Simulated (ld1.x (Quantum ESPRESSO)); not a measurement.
**Configuration tests for selenium (ultrasoft)**

selenium (Se), ultrasoft, made with ld1.x (Quantum ESPRESSO) 7.5 (PBE, fully relativistic). Core [Ar], reference 3d10 4s2 4p4. Waves: 4s (bound): rcut 1.20, rcutus 1.30 bohr; 4s channel at -0.95 Ry: rcut 1.20, rcutus 1.30 bohr; 4p (bound): rcut 1.70, rcutus 1.90 bohr; 4p channel at 0.1 Ry: rcut 1.70, rcutus 1.90 bohr; 3d (bound): rcut 1.05, rcutus 1.30 bohr; 3d channel at -3.45 Ry: rcut 1.05, rcutus 1.30 bohr. Local part: all-electron potential smoothed inside 1.05 bohr (lloc = -2). Core correction: Bessel-smoothed model core inside 0.70 bohr. Augmentation charge: built from norm-conserving waves at rcut, not smoothed further.

Open shells are filled in proportion to 2j + 1 (rel_dist='average').

Energies are relative to the spin-unpolarised reference configuration 3d10 4s2 4p4; without spin polarisation the order of configurations can differ from experiment.

```tsv
valence configuration	charge	ΔE all-electron (eV)	error AE − PS (meV)
3d10 4s2 4p3	+1	10.849	+0.1
3d10 4s2 4p1	+3	62.077	+2.1
3d9 4s2 4p4	+1	64.081	-598
3d9 4s2 4p5	0	51.658	-675
3d10 4s0 4p6	0	21.949	-13
```

(1) What are ΔE and the potential's error for 3d10 4s2 4p2?

(2) What are ΔE and the potential's error for 3d10 4s1 4p4?

Levels in the configuration 3d10 4s2 4p2:

| level | all-electron (eV) | pseudo (eV) |
| --- | --- | --- |
| 3d j=3/2 | -76.331 | -76.130 |
| 3d j=5/2 | -75.433 | -75.234 |
| 4s j=1/2 | -37.628 | -37.624 |
| 4p j=1/2 | -25.808 | -25.808 |
| 4p j=3/2 | -25.294 | -25.293 |

Note: ghost state, extra bound levels that the all-electron valence spectrum of the same l lacks: s at -110.2 eV. A true bound ghost makes a file unfit for plane-wave use.

Results:

(1) ΔE = 31.202 eV all-electron; the error (AE − PS) is +0.5 meV.

(2) ΔE = 22.379 eV all-electron; the error (AE − PS) is -2.0 meV.
